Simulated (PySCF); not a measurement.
Job for PySCF: R-B3LYP/6-31G* on H2Se (SMILES [SeH2]) with ghost functions, monomers drawn apart or pushed together.

```python
from pyscf import gto, scf, dft, mp
from pyscf.data.elements import chemcore

mol = gto.M(
    atom='''
    Se   -0.40647497    0.24605364    3.93503633
    H     0.92129519    0.86575862    4.05621759
    H    -0.25597907    0.09341175    2.46361146
    ghost-N   -0.06812484   -0.19824362    0.01565491
    ghost-H   -0.97935394   -0.30565649   -0.41507422
    ghost-H    0.38346057    0.60051671   -0.41481351
    ghost-H    0.47875980   -1.02166890   -0.20822339
    ''',
    basis='6-31g*',
    cart=True,
    charge=0, spin=0, verbose=3, max_memory=1800)
mf = dft.RKS(mol, xc='b3lyp')
mf.conv_tol = 1e-8
mf.max_cycle = 100
mf.kernel()
if not mf.converged:
    mf = mf.newton().run(mf.mo_coeff, mf.mo_occ)
```

Problem. What total energy does the run end on?

Solution. -2402.4896 hartree.
